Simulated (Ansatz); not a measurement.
Consider the ligand exchange at the Hf–N bond: `O=C=[N][Hf]([Cl])([Cl])[Cl]` + `C[SeH]` → `C[Se][Hf]([Cl])([Cl])[Cl]` + `N=C=O`.

Isolated molecules relaxed with PBE0-D4/def2-TZVP in Ansatz; ΔE leaves out vibrations. CBS: MP2 limit from def2 TZ/QZ plus the TZ coupled-cluster correction, frozen cores. This one scheme is used for every species. DFT in def2-TZVPP. Elements past krypton have def2 core potentials. For Hf, Se outer-core shells are correlated without core-valence functions, which leaves a few kJ/mol of doubt a bond. Scalar relativity is left out up to krypton. Each species was taken in one conformer, which may not be the lowest.

`O=C=[N][Hf]([Cl])([Cl])[Cl]`:

```xyz
7

O    -2.540    1.954    0.871
C    -1.654    1.272    0.567
N    -0.732    0.563    0.251
Hf    0.800   -0.615   -0.274
Cl   -0.027   -2.708   -0.857
Cl    1.898    0.340   -2.086
Cl    2.255   -0.807    1.529
```

`C[SeH]`:

Cartesian coordinates in Å:
```
C -0.182 0.331 0.394
Se 1.007 -1.003 -0.384
H -0.132 1.261 -0.166
H 0.180 0.500 1.407
H -1.203 -0.043 0.435
H 0.331 -1.047 -1.686
```

`C[Se][Hf]([Cl])([Cl])[Cl]`:

```xyz
9

C     1.277    0.267   -0.985
Se    1.112   -1.305    0.199
Hf   -1.105   -0.366    0.946
Cl   -0.753    1.746    1.871
Cl   -1.978   -1.842    2.506
Cl   -2.499   -0.165   -0.913
H     1.344   -0.094   -2.008
H     0.427    0.953   -0.918
H     2.175    0.806   -0.696
```

`N=C=O`:

```xyz
4

N     0.286   -0.459   -0.542
C     0.064    0.401    0.277
O    -0.023    1.282    1.028
H    -0.327   -1.224   -0.762
```

```
  level  ΔE (kcal/mol)
BLYP-D4            9.9
  BHLYP           13.6
```

(1) What does CCSD(T)/CBS give? (Estimate.)

Largest T1 diagnostic among the species: 0.018.

Answers

(1) Ansatz gave: +8.1 kcal/mol. The listed levels differ from it by 1.8, 5.5 kcal/mol.

The D4 term adds −2.1 kcal/mol with B3LYP and −1.2 kcal/mol with PBE0; it sums over pairs of atoms, weighted by their polarisabilities, and B3LYP, whose exchange is more repulsive, gets the larger term. From PBE to PBE0 (25 % exact exchange), in def2-TZVPP and without D4, ΔE moves by +0.8 kcal/mol.

CCSD(T)/CBS has its own doubt, a few kJ/mol and more with outer-core shells, so smaller differences from it don't rank the levels.

B3LYP here is the variant with VWN-RPA as its local correlation; programs differ in this.
